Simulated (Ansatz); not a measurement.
Input and output for FeF₃.

```yaml
crystal:
  periodic: [false, false, false]
  atoms:
    - {symbol: Fe, position_ang: [0.000019, 0.000027, -0.000119]}
    - {symbol: F, position_ang: [1.748877, -0.026936, 0.023907]}
    - {symbol: F, position_ang: [-0.851156, 1.528141, -0.013619]}
    - {symbol: F, position_ang: [-0.897729, -1.501232, -0.010169]}
basis:
  gaussian: {orbitals: ANO-RCC-VTZP}
magnetization: {spin_polarized: true, initial_magnetization: 5}
hamiltonian: {xc: {name: r2SCAN}, dispersion: d3bjatm}
output: {forces: true}
```

```sh
$ ansatz run in.yaml --threads 2 --pin off --events-out ev --progress --plain --max-ram 4352MiB
```

It prints (some lines left out):

```
Functional definition: r2SCAN
1176 factors; their error is unknown
mean field evaluation 1: about -42787.8609 eV, gradient 4.1e1 eV
mean field evaluation 2: about -42677.9251 eV, gradient 2.1e2 eV
mean field evaluation 4: about -42792.3999 eV, gradient 2.6e0 eV
mean field evaluation 8: about -42792.4293 eV, gradient 2.0e-1 eV
mean field evaluation 16: about -42792.4016 eV, gradient 2.6e-4 eV
mean field -42792.40160059 eV, -1572.5917530901 hartree, gradient 5.6e-5 eV, S^2 8.757133; 0 other end points of the search recorded, 0 dependent functions left out
reference -42792.40166674 eV, -1572.5917555212 hartree; 29, 24 occupied and 120, 125 virtual orbitals, 1176 factors
Total energy: -42792.41217190 eV, -1572.5921415785 hartree
Relativity: scalar
Atom 0 at     0.000019     0.000027    -0.000119 Å, force    -0.000940    -0.000177     0.000203 eV/Å
Atom 1 at     1.748877    -0.026936     0.023907 Å, force     0.054266    -0.000760     0.000669 eV/Å
Atom 2 at    -0.851156     1.528141    -0.013619 Å, force    -0.025937     0.047069    -0.000489 eV/Å
Atom 3 at    -0.897729    -1.501232    -0.010169 Å, force    -0.027389    -0.046132    -0.000383 eV/Å
Dipole moment:     0.000024     0.000041    -0.000213 e Å
```

Run time 15 s (2 threads of Arm Neoverse V2 on a shared host).

DK, ANO-RCC and x2c sets are all-electron and run with scalar relativity unless a key says otherwise.
